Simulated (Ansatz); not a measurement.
**Worked example: ideal-gas entropy of C3H5Br (allyl bromide)**

A singlet with charge 0, relaxed at PBE0-D4/def2-TZVP (Ansatz 0.2.0):

```xyz
9

C    -0.3052    1.3202   -0.4581
C     0.3427    0.1642   -0.4228
C     0.1419   -0.8486    0.6352
Br   -0.5950   -2.5043   -0.1154
H    -0.1201    2.0487   -1.2382
H    -1.0441    1.5781    0.2940
H     1.0696   -0.0807   -1.1923
H    -0.5653   -0.5216    1.3942
H     1.0754   -1.1560    1.1034
```

Harmonic wavenumbers in cm⁻¹: 107, 251, 391, 556, 718, 878, 959, 965, 1027, 1096, 1221, 1233, 1324, 1441, 1477, 1721, 3109, 3155, 3168, 3184, 3247.

Masses in u: C 12.011, Br 79.904, H 1.008. Take T = 298.15 K, p = 1 bar, R = 8.3145 J/(mol K), kT/hc = 207.22 cm⁻¹, rigid rotor and harmonic oscillator.

Problem. Compute the standard molar entropy.

Solution. 
1. Translation (Sackur–Tetrode): S = R[3/2 ln M + 5/2 ln T − 1.1517] with M = 120.977 gives 168.7 J/(mol K).
2. Rotation: principal moments 26.064, 255.976, 263.823 u Å² give A, B, C = 0.6468, 0.0659, 0.0639 cm⁻¹; the symmetry number is σ = 1; q = (√π/σ)√((kT/hc)³/ABC) = 101308; S = R(ln q + 3/2) = 108.3.
3. Vibration: with u = ν̃/207.22, each mode gives R[u/(eᵘ − 1) − ln(1 − e⁻ᵘ)]; the sum is 31.4, most from 107 cm⁻¹ (13.9), 251 cm⁻¹ (7.2), 391 cm⁻¹ (4.2).
4. Electronic: R ln 1 = 0.0, from the spin multiplicity alone.
5. Sum: 168.7 + 108.3 + 31.4 + 0.0 = 308.4 J/(mol K).

No measured value is set beside it here. Where a soft mode is a torsion, a harmonic oscillator describes it poorly.
